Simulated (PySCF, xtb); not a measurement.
H2O4P, SMILES [O]P(=O)(O)O (connectivity only; charge and spin as stated), charge -1, multiplicity 1.

xtb 6.7.1 with GFN2-xTB at its own geometry gives an orbital gap of 10.21 eV.

The structure is a stationary point at PBE0-D3(BJ)/def2-SVPD. The spin state was assumed, not searched. The isomer is the one that the SMILES or the coordinates give; other isomers of the formula were not compared. Other conformers were not sampled.

### Question
What does PySCF with PBE/def2-SVPD give? (An estimate is asked for; the answer gives what the named calculation found.)

### Answer
gap 4.68 eV (levels -1.12 and 3.56 eV).
